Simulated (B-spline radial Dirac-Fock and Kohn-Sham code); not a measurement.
Binding energies of Sr¹¹⁺ at several levels of theory

System: strontium as Sr¹¹⁺, [Ar] 3d9.

The density-functional columns are spherical, spin-unpolarised Dirac-Kohn-Sham results without Breit or QED terms: −ε is minus the orbital energy of the initial state and ΔSCF the difference of two total energies. The reference in the last column comes from Dirac-Fock energy differences between relaxed states, corrected for Breit and QED terms. All numbers are from a B-spline atomic structure program, in eV; a selection of levels is shown. For the 1s level of heavy atoms much of the gap between ΔSCF and the reference is the Breit and QED part, -39.3 eV here; for other levels the error of the functional can be larger.

| level | LDA −ε | LDA ΔSCF | Dirac-Fock |
| --- | --- | --- | --- |
| K | 16142.5 | 16393.9 | 16358.7 |
| L1 | 2385.4 | 2435.0 | 2470.2 |
| L2 | 2194.2 | 2253.3 | 2257.3 |
| L3 | 2125.7 | 2183.2 | 2189.9 |
| M1 | 550.6 | 572.1 | 591.4 |
| M2 | 480.9 | 502.4 | 512.8 |
| M3 | 469.9 | 491.1 | 501.7 |
| M4,5 | 346.1 | 368.0 | 366.3 |

Values without a named source are computed, but for edge energies of neutral atoms, which are taken from tables.
